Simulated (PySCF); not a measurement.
Gas-phase reaction: SbCl₅ → Sb + 5 Cl

Computed with PySCF and rigid-rotor harmonic-oscillator thermochemistry at 1 bar. † marks an energy on the PBE0/def2-TZVP geometry and frequencies. MP2 and CCSD(T) freeze the core. Open shells (unrestricted): Sb (multiplicity 4), Cl (multiplicity 2); the rest are closed-shell singlets. Spin-orbit splitting is ignored; it lowers the true energy and changes the entropy of Cl. Sb: scalar-relativistic def2 core potential, no spin-orbit coupling. MP2 isn't extrapolated to the basis-set limit. CCSD(T) isn't extrapolated to the basis-set limit.

| level | ΔH°(298 K), kJ |
|---|---|
| BLYP/def2-TZVP† | 1201 |
| CCSD(T)/def2-SVP† | ___ |
| HF/def2-TZVP† | 689 |
| M06-2X/def2-TZVP† | ___ |
| MP2/def2-SVP† | 1097 |
| MP2/def2-TZVPP† | 1269 |
| PBE/def2-TZVP† | 1331 |
| PBE0/def2-QZVP† | 1280 |
| LDA/def2-TZVP† | ___ |
| ωB97X-V/def2-TZVP† | ___ |

Question: Some entries are withheld; supply them.

Answer: 
- CCSD(T)/def2-SVP†, ΔH°(298 K), kJ: 1029
- M06-2X/def2-TZVP†, ΔH°(298 K), kJ: 1248
- LDA/def2-TZVP†, ΔH°(298 K), kJ: 1622
- ωB97X-V/def2-TZVP†, ΔH°(298 K), kJ: 1306
